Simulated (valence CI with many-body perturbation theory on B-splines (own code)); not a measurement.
**Energy levels of Hf⁶⁶⁺**

Computed by relativistic CI+MBPT: four valence electrons over a frozen Dirac-Fock core [He], radial functions for each j: 11 s, 11 p, 9 d, 7 f, 5 g, 2 h, 1 i, with the one-electron correlation potential Σ1 (screened to all orders), the two-electron term Σ2, the three-electron term Σ3, Breit, model QED; selected single and double excitations, second order for the rest (own B-spline code, finite nucleus).

The last digits are not significant, and no measured levels were compared; by estimate large intervals hold to a few tenths of a per cent, small ones and those within an open d or f shell to about a per cent. Among the levels kept, up to 290 cm⁻¹ of a level comes from second order outside the variational space, and about a tenth of that is noise between levels of different J, which matters for small intervals.

Levels 91 to 114 of 114, with energies above the lowest level, (2s^2 2p1/2^2) J=0. "Leading %" is the weight of the configuration and term that name the level; weights of strongly mixed levels are sums over their largest components and can fall short. In the jj column 3d3/2^4 stands for four electrons in 3d with j = 3/2. Lifetimes count E1, E2, E3, M1 and M2 decay at the calculated energies, and are blank where another channel may lead or the interval is too uncertain; long ones can be off by a factor of two.

```tsv
No.	Configuration	Term	J	E (× 10³ cm⁻¹)	Leading %	Lifetime	Second component	Leading jj
91	2s 2p2 3d	3G	4	95291	34	52.6 fs	20 % 2s 2p2 3d 5F	2s 2p1/2 2p3/2 3d3/2 (96 %)
92	2s 2p2 3d	3D	3	95359	32	703 as	28 % 2s 2p2 3d 3F	2s 2p1/2 2p3/2 3d3/2 (97 %)
93	2s 2p2 3p	3P°	0	95379	80	55.1 fs	20 % 2s 2p2 3p 1S°	2s 2p1/2 2p3/2 3p3/2 (100 %)
94	2s 2p2 3p	1D°	2	95404	41	4.69 fs	22 % 2s 2p2 3p 3D°	2s 2p1/2 2p3/2 3p3/2 (99 %)
95	2s 2p2 3p	3P°	1	95412	32	4.34 fs	32 % 2s 2p2 3p 3S°	2s 2p1/2 2p3/2 3p3/2 (99 %)
96	2s 2p2 3d	3D	2	95428	33	629 as	19 % 2s 2p2 3d 5P	2s 2p1/2 2p3/2 3d3/2 (98 %)
97	2s 2p2 3p	3P°	1	95465	50	27.3 fs	27 % 2s 2p2 3p 1P°	2s 2p1/2 2p3/2 3p3/2 (99 %)
98	2s 2p2 3d	3P	1	95502	32	621 as	31 % 2s 2p2 3d 5P	2s 2p1/2 2p3/2 3d3/2 (98 %)
99	2s 2p2 3d	5D	4	95683	46	26.4 fs	35 % 2s 2p2 3d 5F	2s 2p1/2 2p3/2 3d5/2 (99 %)
100	2s 2p2 3d	3F	2	95777	66	3.44 fs	17 % 2s 2p2 3d 5D	2s 2p1/2 2p3/2 3d3/2 (73 %)
101	2s 2p2 3d	1P	1	95845	27	1.82 fs	24 % 2s 2p2 3d 3D	2s 2p1/2 2p3/2 3d3/2 (80 %)
102	2s 2p2 3d	3G	3	95852	49	8.21 fs	25 % 2s 2p2 3d 1F	2s 2p1/2 2p3/2 3d3/2 (98 %)
103	2s 2p2 3d	3P	2	95908	41	1.13 fs	16 % 2s 2p2 3d 3F	2s 2p1/2 2p3/2 3d5/2 (76 %)
104	2s 2p2 3d	3F	3	95930	44	536 as	28 % 2s 2p2 3d 5P	2s 2p1/2 2p3/2 3d5/2 (96 %)
105	2s 2p2 3d	3G	5	96002	62	8.01 ps	38 % 2s 2p2 3d 5F	2s 2p1/2 2p3/2 3d5/2 (100 %)
106	2s 2p2 3d	3D	1	96008	63	863 as	12 % 2s 2p2 3d 3S	2s 2p1/2 2p3/2 3d3/2 (79 %)
107	2s 2p2 3d	3F	2	96054	31	543 as	21 % 2s 2p2 3d 1D	2s 2p1/2 2p3/2 3d3/2 (94 %)
108	2s 2p2 3d	3P	0	96118	85	472 as	15 % 2s 2p2 3d 1S	2s 2p1/2 2p3/2 3d3/2 (97 %)
109	2s 2p2 3d	3D	1	96126	59	576 as	27 % 2s 2p2 3d 3P	2s 2p1/2 2p3/2 3d5/2 (67 %)
110	2s 2p2 3d	3D	3	96201	60	751 as	17 % 2s 2p2 3d 1F	2s 2p1/2 2p3/2 3d5/2 (98 %)
111	2s 2p2 3d	3F	4	96238	58	573 as	23 % 2s 2p2 3d 1G	2s 2p1/2 2p3/2 3d5/2 (97 %)
112	2s 2p2 3d	1D	2	96290	44	803 as	19 % 2s 2p2 3d 3D	2s 2p1/2 2p3/2 3d5/2 (91 %)
113	2s 2p2 3d	1P	1	96388	51	728 as	16 % 2s 2p2 3d 3D	2s 2p1/2 2p3/2 3d5/2 (91 %)
114	2s 2p2 3d	3P	0	96436	48	714 as	48 % 2s 2p2 3d 1S	2s 2p1/2 2p3/2 3d5/2 (96 %)
```
